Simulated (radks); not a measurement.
Dispersion coefficients C6 (hartree bohr^6) between ground-configuration atoms and ions, from the Casimir-Polder integral (3/pi) of alpha_A(iw) alpha_B(iw). Method: scalar-relativistic Kohn-Sham, LB94 model potential, spin-polarised, spherical densities, finite nucleus; open shells are filled with parallel spins first (spin-orbit coupling, left out, can overturn this in heavy ions); Fermi nuclear charge, rms radius of each element as measured or else 0.836 A^(1/3) + 0.57 fm; computed with a radial shooting solver on a logarithmic mesh with Libxc functionals. Response by self-consistent Sternheimer equations with the Hartree and adiabatic LDA kernel, the relativistic mass of each level held fixed and spin-orbit coupling left out. For heavy and open-shell atoms this level of theory can miss by tens of per cent.

C6,K3+,F2+,Cl,N,Tb2+,Nb,K+
K3+,8.318,,,,,,
F2+,3.562,1.552,,,,,
Cl,26.40,10.96,94.37,,,,
N,13.63,5.690,47.86,24.33,,,
Tb2+,19.38,8.337,62.04,32.00,45.41,,
Nb,60.90,25.09,241.1,120.9,147.5,732.1,
K+,14.31,6.067,46.75,24.02,33.33,110.0,24.79

Static polarisabilities (bohr^3): K3+ ([Ne] 3s2 3p4) 3.040, F2+ ([He] 2s2 2p3) 1.235, Cl ([Ne] 3s2 3p5) 14.94, N ([He] 2s2 2p3) 7.369, Tb2+ ([Xe] 4f9) 8.164, Nb ([Kr] 4d4 5s1) 71.11, K+ ([Ar]) 5.741. The combination rule 2 Ca Cb / ((alpha_b/alpha_a) Ca + (alpha_a/alpha_b) Cb) gives 229.1 for Nb-Cl, against 241.1 from the integral.
